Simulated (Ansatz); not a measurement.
Born–Oppenheimer molecular dynamics of C₂H₈O₃Si (14 atoms, charge 0, multiplicity 1). It goes on from the last frame of an earlier run, with new velocities.

Computed with Ansatz, RKS PBE-D4/6-31G.

```yaml
ensemble: NVE (velocity Verlet)
time_step: 0.5 fs
steps_asked: 150
starting_velocities_drawn_for: 500 K
seed: 156717
```

First frame:

```xyz
14
Properties=species:S:1:pos:R:3
Si -0.028 -0.053 0.011
O 0.011 -0.240 1.736
C -1.147 -0.673 2.499
H -1.256 -1.739 2.463
H -0.979 -0.382 3.538
H -2.051 -0.173 2.154
C 1.792 -0.106 -0.631
H 2.149 -1.163 -0.716
H 1.879 0.406 -1.629
H 2.410 0.594 -0.025
O -0.722 1.452 -0.427
H -1.689 1.551 -0.544
O -1.177 -1.212 -0.621
H -1.077 -2.159 -0.423
```

Q: How far do the bonds stretch over the last three quarters of this one trajectory? (Pairs bonded in most of those frames.)

A: 
```
   bond  mean (Å)  spread (Å)  shortest  longest
 Si1–O2     1.732       0.028      1.69     1.77
 Si1–C7     1.890       0.062      1.79     1.98
Si1–O11     1.751       0.044      1.67     1.81
Si1–O13     1.743       0.025      1.71     1.78
  O2–C3     1.466       0.028      1.42     1.51
  C3–H4     1.108       0.030      1.06     1.15
  C3–H5     1.099       0.015      1.07     1.13
  C3–H6     1.112       0.028      1.07     1.16
  C7–H8     1.106       0.015      1.08     1.13
  C7–H9     1.105       0.026      1.06     1.15
 C7–H10     1.105       0.032      1.05     1.16
O11–H12     0.981       0.008      0.97     1.00
O13–H14     0.984       0.010      0.97     1.00
```

Mean temperature of the second half: 320 K. The conserved energy stayed within 0.14 meV per atom of its start (net change -0.048 meV per atom), so the integration is sound. A run of 0.075 ps of so small a system gives no equilibrium averages. Limits of this set-up: no polarisation functions.

Run time: 11 min on 1 thread of Arm Neoverse V1, with other jobs on the host, peak memory 0.13 GiB.
